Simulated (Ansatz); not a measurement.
A displaced shape of singlet CuNH3(+):

```yaml
atoms:
  - { symbol: N, position_ang: [0.0159, 0.0010, -1.3687] }
  - { symbol: H, position_ang: [0.9606, 0.0254, -1.7719] }
  - { symbol: H, position_ang: [-0.4543, 0.7736, -1.7991] }
  - { symbol: H, position_ang: [-0.4830, -0.7785, -1.7837] }
  - { symbol: Cu, position_ang: [0.0276, 0.0350, 0.5518] }
```

It was optimised with PBE0/def2-SVP in Ansatz (development build ahead of 0.2.0) to forces under 0.001 eV/Å, with restricted orbitals. Each step stands on the lowest determinant of that kind that the program's search found.

(1) What shape does it relax to, and how does the optimisation go?

Results:

(1)

| atom | x (Å) | y (Å) | z (Å) |
| --- | --- | --- | --- |
| N | 0.0129 | 0.0095 | -1.3858 |
| H | 0.9567 | 0.0057 | -1.7845 |
| H | -0.4615 | 0.8226 | -1.7901 |
| H | -0.4598 | -0.8140 | -1.7706 |
| Cu | 0.0186 | 0.0327 | 0.5594 |

Bond lengths: N1–H2 1.025 Å, N1–H3 1.025 Å, N1–H4 1.025 Å, N1–Cu5 1.945 Å. Angles: H2–N1–H3 106.0°, H2–N1–H4 106.0°, H2–N1–Cu5 112.7°, H3–N1–H4 106.0°, H3–N1–Cu5 112.7°, H4–N1–Cu5 112.7°.

```csv
step,E − E(start) (eV),largest force (eV/Å)
1,0.0000,1.1669
2,-0.0382,0.2636
3,-0.0441,0.1272
4,-0.0444,0.0288
5,-0.0444,0.0012
6,-0.0444,0.0001
```

The optimisation ended after 6 steps with its threshold met.
